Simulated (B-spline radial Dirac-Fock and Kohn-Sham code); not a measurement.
Model: Dirac-Fock ΔSCF + Breit + QED. Program: an atomic code on a B-spline grid. Electron correlation is not included.

Q: An atom or ion in its tabulated ground configuration has these computed binding energies (the last is its least bound level). Which is it?

| level | binding energy (eV) |
| --- | --- |
| 1s | 18642.7 |
| 2s | 3172.9 |
| 2p3/2 | 2860.9 |
| 3s | 974.3 |
| 3p1/2 | 887.0 |
| 3p3/2 | 870.4 |
| 3d | 740.8 |

A: Zr¹⁸⁺: Z = 40 with 22 electrons, [Ar] 3d4. The hydrogen-like estimate √(E/Ry) = 37.0 for the K level lies 3.0 below Z; the outermost level, at 740.8 eV, fixes the charge.

Q: An atom or ion in its tabulated ground configuration has these computed binding energies (the last is its least bound level). Which is it?

| level | binding energy (eV) |
| --- | --- |
| 1s | 10085.1 |
| 2s | 2047.4 |
| 2p | 1925.7 |

A: Cu²¹⁺: Z = 29 with 8 electrons, [He] 2s2 2p4. The hydrogen-like estimate √(E/Ry) = 27.2 for the K level lies 1.8 below Z; the outermost level, at 1925.7 eV, fixes the charge.

Q: Identify the element and charge state from the binding energies below (tabulated ground configuration; the least bound level is included).

| level | binding energy (eV) |
| --- | --- |
| L1 | 19455.3 |
| L2 | 18833.8 |
| L3 | 16765.7 |
| M1 | 7360.7 |
| M2 | 7099.5 |
| M3 | 6581.3 |
| M4,5 | 6173.0 |

A: Tl⁵⁹⁺: Z = 81 with 22 electrons, [Ar] 3d4.
